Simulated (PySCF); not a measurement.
Polarisability and C₆ of Cr (chromium, neutral)

[Ar] 3d5 4s1, high-spin 7S determinant. Computed with PySCF 2.14 in ANO-RCC-VTZP, with scalar relativity by spin-free X2C-1e. Coupled (time-dependent) response in atomic units; α is the mean over directions. The basis has no added diffuse functions, which lowers α and C₆.

```csv
method,mean α (bohr³),C₆ (like pair),S(−4)
HSE06,66.14,501.1,3404
```

S(−4) is the Cauchy moment in α(ω) = α(0) + S(−4) ω² + …

Reference α: 83 ± 12 bohr³ (recommended; Schwerdtfeger and Nagle, table of static dipole polarizabilities (2023 update)). Published C₆: 602.0 (Chu and Dalgarno (2004); Tang, Norbeck and Certain (1976)).

α(iu) at HSE06:

```json
{"u (hartree)": "0", "α(iu) (bohr³)": "66.14"}
{"u (hartree)": "0.0500", "α(iu) (bohr³)": "58.65"}
{"u (hartree)": "0.100", "α(iu) (bohr³)": "44.15"}
{"u (hartree)": "0.200", "α(iu) (bohr³)": "23.42"}
{"u (hartree)": "0.300", "α(iu) (bohr³)": "14.28"}
{"u (hartree)": "0.500", "α(iu) (bohr³)": "7.687"}
{"u (hartree)": "0.750", "α(iu) (bohr³)": "4.994"}
{"u (hartree)": "1.00", "α(iu) (bohr³)": "3.768"}
{"u (hartree)": "1.50", "α(iu) (bohr³)": "2.491"}
{"u (hartree)": "2.00", "α(iu) (bohr³)": "1.777"}
{"u (hartree)": "3.00", "α(iu) (bohr³)": "1.016"}
{"u (hartree)": "5.00", "α(iu) (bohr³)": "0.4453"}
```
